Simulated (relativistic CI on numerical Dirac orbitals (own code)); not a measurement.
Computed by Dirac-Coulomb-Breit CI, KLI orbitals optimised for each configuration, model QED (radiative potential, 1s self-energy scaled to tabulated hydrogen-like ionisation energies), unscaled Slater integrals (own radial code, finite nucleus).

The strongest absorption lines from the ground level of an ion, among the configurations computed and to levels below about 9540 eV (vacuum wavelength in nm, gf): 0.14819 (0.45), 0.14922 (0.47), 0.15264 (2.1), 0.15273 (1.2), 0.15273 (1.8), 0.15426 (1), 0.16858 (4.2), 0.16892 (1.4).

**Question.** Which ion is it?
A. Dy LIX
B. Ba XLIX
C. Pm LIV
D. Lu LXIV

**Answer.** A. Dy LIX has 8 electrons and the ground level 2s²2p⁴ ³P2; the strongest line goes to 2s²2p³3d ³D°3. The pattern of lines fixes the number of electrons, and along that sequence the line energies rise steadily with the charge (about as its square where n changes within one kind of shell, about linearly where n is kept but much faster in heavy ions where fine structure, which grows about as Z⁴, sets the gap, and irregularly where shells cross), which fixes Z. Configurations outside the model, such as inner-shell arrays, can give stronger lines. At this charge energies of transitions that change n are usually good to better than 1 %, and those within a shell (Δn = 0) to a few per cent.

LS names give the leading component of a level, which can be under half, so a name can repeat, a term be missing and a line seem to break the LS rules.
